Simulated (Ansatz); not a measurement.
Correlation energies of `CC(C)(C)[N]([SiH3])[GeH3]` by basis set

| atom | x (Å) | y (Å) | z (Å) |
| --- | --- | --- | --- |
| C1 | -0.403 | 1.222 | 1.389 |
| C2 | -0.048 | -0.070 | 0.659 |
| C3 | 1.342 | -0.532 | 1.095 |
| C4 | -1.083 | -1.125 | 1.040 |
| N5 | -0.065 | 0.161 | -0.807 |
| Si6 | 0.380 | 1.698 | -1.456 |
| Ge7 | -0.276 | -1.293 | -1.931 |
| H8 | -0.401 | 1.053 | 2.468 |
| H9 | 0.323 | 2.015 | 1.186 |
| H10 | -1.393 | 1.578 | 1.096 |
| H11 | 1.617 | -1.462 | 0.593 |
| H12 | 2.091 | 0.223 | 0.846 |
| H13 | 1.377 | -0.706 | 2.174 |
| H14 | -2.080 | -0.828 | 0.708 |
| H15 | -1.104 | -1.254 | 2.125 |
| H16 | -0.850 | -2.101 | 0.606 |
| H17 | 0.490 | 1.541 | -2.928 |
| H18 | 1.689 | 2.189 | -0.933 |
| H19 | -0.617 | 2.770 | -1.179 |
| H20 | -1.737 | -1.783 | -1.931 |
| H21 | 0.118 | -0.839 | -3.341 |
| H22 | 0.628 | -2.459 | -1.479 |

Total charge 0; spin multiplicity 1. Correlated methods include outer-core shells of Ge, which these sets cover unevenly. Scalar relativity is left out up to krypton. Geometry: relaxed with PBE0-D4/def2-TZVP. Frozen core, restricted reference, Ansatz 0.2.0.

| basis | HF (Eh) | MP2 corr. |
| --- | --- | --- |
| def2-SVP | -2578.45597 | -1.09877 |
| def2-TZVPP | -2579.05851 | -1.32220 |
| def2-QZVPP | -2579.12012 | -1.65339 |

(1) Estimate the CCSD correlation energy and the (T) correction in each basis where they were run (hartree).

Results:

(1) 
| basis | CCSD corr. | (T) |
| --- | --- | --- |
| def2-SVP | -1.18561 | -0.03640 |
| def2-TZVPP | -1.39730 | -0.05528 |
